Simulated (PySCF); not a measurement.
Orbital picture of ScB

PBE at R = 2.075 Å; PySCF, no relativity, basis sets Sc def2-TZVPP, B def2-TZVPP. State: ⁵Σ⁻ (quintet), unpaired electrons σ ↑↑, π ↑↑. Only the outer orbitals are listed, counted within each symmetry.

```csv
spin,orbital,occ.,ε (eV),on Sc (%),main shells (%)
α,2π,1,-32.84,100,100 Sc p
α,2π,1,-32.84,100,100 Sc p
α,6σ,1,-32.53,98,98 Sc p
α,7σ,1,-9.27,30,"70 B s, 14 Sc s, 8 Sc d"
α,8σ,1,-4.41,43,"49 B p, 26 Sc s, 10 Sc d"
α,3π,1,-4.37,51,"49 B p, 46 Sc d"
α,3π,1,-4.37,51,"49 B p, 46 Sc d"
α,9σ,1,-3.80,93,"48 Sc s, 42 Sc d"
α,1δ,0,-3.06,100,100 Sc d
α,1δ,0,-3.06,100,100 Sc d
α,4π,0,-2.28,85,"49 Sc p, 35 Sc d, 15 B p"
β,2π,1,-32.05,100,100 Sc p
β,2π,1,-32.05,100,100 Sc p
β,6σ,1,-31.05,97,97 Sc p
β,7σ,1,-7.28,27,"71 B s, 13 Sc s, 8 Sc d"
β,3π,0,-2.74,57,"53 Sc d, 42 B p"
β,3π,0,-2.74,57,"53 Sc d, 42 B p"
β,8σ,0,-2.66,82,"67 Sc s, 14 B p, 13 Sc p"
```

**Question.** Which are the highest filled and the lowest empty level, where do they sit, and how wide is the gap?

**Answer.** Highest filled α 9σ at -3.80 eV (in %: 48 Sc s, 42 Sc d); lowest empty α 1δ at -3.06 eV (in %: 100 Sc d); the gap at PBE is 0.74 eV.

```
bond order (Mayer)                              : 2.17
⟨S²⟩                                            : 6.001
charge on Sc (Mulliken, basis-dependent)        : 0.11
charge on Sc (Löwdin, basis-dependent)          : 0.04
dipole moment (positive dipole means Sc(−)B(+)) : -3.62 D
polarisability along the bond                   : 131.5 bohr³
polarisability across the bond                  : 127.6 bohr³
```

With d or f electrons several states lie close, and the lowest PBE0 determinant need not be the measured ground state.
